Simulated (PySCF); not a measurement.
**Correlation energy of Br (bromine, neutral)**

[Ar] 3d10 4s2 4p5, 2P determinant. Computed with PySCF 2.14 in aug-cc-pVTZ-PP with one added diffuse shell each of s, d, f type with ECP10MDF (7s5p5d3f, 68 functions), with scalar relativity through the core potential. Frozen: 3s2 3p6 3d10; 7 electrons correlated.

```tsv
level	correlation energy (mhartree)
CCSD	-156.40
(T)	-4.98
CCSD(T)	-161.38
```

Diagnostics: T1 = 0.0065, D1 = 0.0209, largest double amplitude 0.033.

Cost of the coupled-cluster step: of the order of 6 core-seconds, for 7 correlated electrons.

Iterations:

```
CC2 = 0
CCSD nocc = (np.int64(4), np.int64(3)), nmo = (59, 59)
frozen orbitals [[0, 1, 2, 3, 4, 5, 6, 7, 8], [0, 1, 2, 3, 4, 5, 6, 7, 8]]
max_cycle = 100
direct = 0
conv_tol = 1e-08
conv_tol_normt = 1e-06
diis_space = 8
diis_start_cycle = 0
Init t2, MP2 energy = -0.137315105735953
Init E_corr(UCCSD) = -0.137315105743958
cycle = 1  E_corr(UCCSD) = -0.152155673099835  dE = -0.0148405674  norm(t1,t2) = 0.0372999
cycle = 2  E_corr(UCCSD) = -0.155179006211008  dE = -0.00302333311  norm(t1,t2) = 0.0118181
cycle = 3  E_corr(UCCSD) = -0.156440034586637  dE = -0.00126102838  norm(t1,t2) = 0.00480645
cycle = 4  E_corr(UCCSD) = -0.156411363629265  dE = 2.86709574e-05  norm(t1,t2) = 0.000769696
cycle = 5  E_corr(UCCSD) = -0.156395274224263  dE = 1.6089405e-05  norm(t1,t2) = 0.000242293
cycle = 6  E_corr(UCCSD) = -0.156398166862511  dE = -2.89263825e-06  norm(t1,t2) = 8.69371e-05
cycle = 7  E_corr(UCCSD) = -0.156398700512009  dE = -5.33649499e-07  norm(t1,t2) = 2.33796e-05
cycle = 8  E_corr(UCCSD) = -0.156398491951006  dE = 2.08561003e-07  norm(t1,t2) = 8.38543e-06
cycle = 9  E_corr(UCCSD) = -0.156398468730125  dE = 2.32208814e-08  norm(t1,t2) = 2.12567e-06
cycle = 10  E_corr(UCCSD) = -0.15639847302667  dE = -4.29654518e-09  norm(t1,t2) = 5.07384e-07
UCCSD converged
E(UCCSD) = -415.648227103412  E_corr = -0.1563984730266703
UCCSD(T) correction = -0.00497719025653476
```
